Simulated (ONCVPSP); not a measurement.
**How hard is this calcium (Ca) ONCV potential?**

```json
{
 "Element": "calcium",
 "Generator": "ONCVPSP 4.0.1",
 "Type": "optimised norm-conserving Vanderbilt (ONCV)",
 "Functional": "PBE",
 "Relativity": "scalar-relativistic",
 "Frozen core": "[Ne]",
 "Valence charge": "10",
 "Reference configuration": "3s2 3p6 4s2",
 "Partial waves": "3s+4s: rc 1.90 bohr, ncon 4, nbas 7, qcut 7.8 1/bohr, 2 projectors; 3p: rc 1.65 bohr, ncon 4, nbas 7, qcut 6.7 1/bohr, 2 projectors, debl 2.2 Ha; d scattering state at 0.05 Ha: rc 1.65 bohr, ncon 5, nbas 8, qcut 5.6 1/bohr, 2 projectors, debl 1 Ha",
 "Local potential": "polynomial inside 1.50 bohr (lpopt 5, dvloc0 -1 Ha)",
 "Core correction": "Teter function, fcfact 5.25, rcfact 1.25"
}
```

**Question.** For each optimised wave give the share of its norm inside rc, the residual kinetic energy above qcut (Ha) and the cutoffs (Ha) for errors of 10, 1, 0.1 and 0.01 mHa per electron.

**Answer.**

```tsv
wave	norm inside rc	residual KE	10 mHa	1 mHa	0.1 mHa	0.01 mHa
3s	0.940	5.7e-08	10.9	16.2	20.1	23.4
4s	0.044	6.5e-09	3.3	13.2	18.6	22.7
3p	0.798	7.8e-07	10.9	14.5	17.6	19.9
p projector 2	0.074	3.9e-06	9.9	13.6	16.7	19.8
d projector 1	0.055	5.4e-03	13.7	37.1	74.6	85.5
d projector 2	0.219	6.9e-02	20.9	40.9	98.4	112.9
```

The occupied waves need 16 Ha and 20 Ha for 1 and 0.1 mHa. The cutoffs count occupied waves only; projector 2 of the d channel, the hardest unoccupied one, needs 41 Ha at the loose tolerance.
